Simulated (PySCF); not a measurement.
Computed shifts of a molecule C2H5Cl2FSi, PBE/pcSseg-1 in PySCF, GIAO, gas phase, equivalent atoms averaged, in ppm (number of nuclei): ¹⁹F: -239.5 (1). ²⁹Si: 1.1 (1). ¹³C: 90.3 (1), 38.4 (1). ¹H: 6.36 (1), 5.57 (1), 5.41 (1), 2.71 (1), 2.00 (1). References: ¹⁹F against CFCl3 (σ = 133.6 ppm); ²⁹Si against TMS (σ = 335.4 ppm); ¹³C against TMS (σ = 182.0 ppm); ³⁵Cl against HCl (σ = 936.5 ppm); ¹H against TMS (σ = 31.49 ppm), references at their B3LYP-D3(BJ)/def2-TZVP geometries, non-relativistic (without spin–orbit terms, shifts of atoms bonded to Cl or Br come out too high). The structure is a stationary point at ωB97X-D3(BJ)/def2-SVP. Other conformers were not sampled.

Q: Identify the compound among the candidates.
A. F[C@@H](Cl)C[SiH2]Cl
B. F[C@H](CCl)[SiH2]Cl
C. CC[Si](F)(Cl)Cl
D. F[SiH2]CC(Cl)Cl

A: D, F[SiH2]CC(Cl)Cl
